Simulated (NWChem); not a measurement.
System: dithienothiophene (C$_{8}$H$_{4}$S$_{3}$); SMILES c1cc2sc3ccsc3c2s1

```xyz
15

C     -3.1964     0.0000    -0.3253
C     -2.6702     0.0000     0.9367
C     -1.2454     0.0000     0.9044
S      0.0000     0.0000     2.1463
C      1.2454     0.0000     0.9044
C      2.6702     0.0000     0.9367
C      3.1964     0.0000    -0.3253
S      1.9744     0.0000    -1.5792
C      0.7113     0.0000    -0.3819
C     -0.7113     0.0000    -0.3819
S     -1.9744     0.0000    -1.5792
H     -4.2409     0.0000    -0.6066
H     -3.2714     0.0000     1.8384
H      3.2714     0.0000     1.8384
H      4.2409     0.0000    -0.6066
```
Atoms are numbered in this order, from 1.

Computed with NWChem. Pople sets run with spherical d functions. Structure relaxed at the B3LYP/6-31G* (spherical d) level. Not confirmed as a minimum by frequencies. Vzz is the largest principal value of the second derivative of the potential at the nucleus (NWChem prints the opposite sign); η is the asymmetry. Non-relativistic.

| level | Vzz S4 (a.u.) | η S4 | Vzz S11 (a.u.) | η S11 |
|---|---|---|---|---|
| CAM-B3LYP/def2-SVP | -2.084 | 0.96 | 1.907 | 0.84 |
| CAM-B3LYP/6-31G* | [?] | 0.88 | [?] | 0.94 |
| B3LYP/6-31G* | -2.209 | 0.86 | 1.934 | 0.96 |
| B3LYP/def2-SVP | -2.023 | 0.94 | 1.837 | 0.86 |

Task: Fill in the missing entries.

Result: 
- CAM-B3LYP/6-31G*, Vzz S4 (a.u.): -2.272
- CAM-B3LYP/6-31G*, Vzz S11 (a.u.): 2.007
